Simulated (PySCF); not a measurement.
## Relaxation of quintet Ti₂Cl⁺

Method: PySCF, UPBE, basis Cl def2-SVP, Ti def2-SVP (no relativity, density fitting). A (50,194) grid was used.

A start at the PBE minimum, of C2v symmetry, held to at least that symmetry:

Coordinates in bohr (charge 1 multiplicity 5):
```
Cl    0.0000    0.0000   -2.6523
Ti    2.5644    0.0000    0.9672
Ti   -2.5644    0.0000    0.9672
```

What forces act on the atoms at the start (eV/Å)?


```
atom     Fx    Fy     Fz
 Cl1   0.08  0.00  -0.50
 Ti2  -1.21  0.00   0.19
 Ti3   1.13  0.00   0.31
```

What does it relax to?

It ends at C2v with Cl–Ti 2.385 Å (×2), Ti–Ti 2.338 Å; Cl–Ti–Ti 60.7° (×2), Ti–Cl–Ti 58.7° (after a last refinement on a finer grid). A frequency run shows 1 imaginary mode, down to 328i cm⁻¹, so it is a saddle point.

How much energy is released, and in how many steps?

27.5 kJ/mol in 5 steps.

Other spin states or occupations of the open shell can lie lower.

The relaxation took 76 s on 2 threads of a shared Arm Neoverse N1 host, with 80 basis functions and 6 gradients; the process peaked at 0.41 GiB. Launch command: `OMP_NUM_THREADS=2 python axn.py task.json out`.
